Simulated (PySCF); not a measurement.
# Ionisation energy of Fe⁺ by level of theory

Fe⁺ [Ar] 3d6 4s1 (6D) → Fe²⁺ [Ar] 3d6 (5D), as a difference of total energies. All numbers are calculated (PySCF 2.14, no relativity, point nucleus, in def2-QZVPPD (11s6p5d4f2g, 100 functions)). Correlated levels: valence: [Ar] frozen; valence and next inner shell: [Ne] frozen. The calculations carry no spin-orbit coupling.

```json
{"method": "UHF", "ionisation energy (eV)": "15.109"}
{"method": "LDA", "ionisation energy (eV)": "16.868"}
{"method": "PBE", "ionisation energy (eV)": "16.627"}
{"method": "PBE0", "ionisation energy (eV)": "16.295"}
{"method": "r2SCAN", "ionisation energy (eV)": "16.467"}
{"method": "TPSSh", "ionisation energy (eV)": "16.238"}
{"method": "LC-wPBE", "ionisation energy (eV)": "16.112"}
{"method": "BHandHLYP", "ionisation energy (eV)": "15.988"}
{"method": "MP2 (valence)", "ionisation energy (eV)": "15.700"}
{"method": "MP2 (valence and next inner shell)", "ionisation energy (eV)": "15.975"}
{"method": "SCS-MP2 (valence and next inner shell)", "ionisation energy (eV)": "15.726"}
```

**Question.** Estimate what SCS-MP2 (valence) gives.

**Answer.** 15.449 eV, closest to MP2 (valence) among the rows shown.

**Question.** Estimate what wB97X gives.

**Answer.** 15.702 eV, closest to MP2 (valence) among the rows shown.

These non-relativistic numbers lack the scalar-relativistic shift.

Errors of the correlated levels include the incompleteness of this basis and the frozen core.

For comparison: 16.199 eV (measured; NIST Atomic Spectra Database, ionization energies).
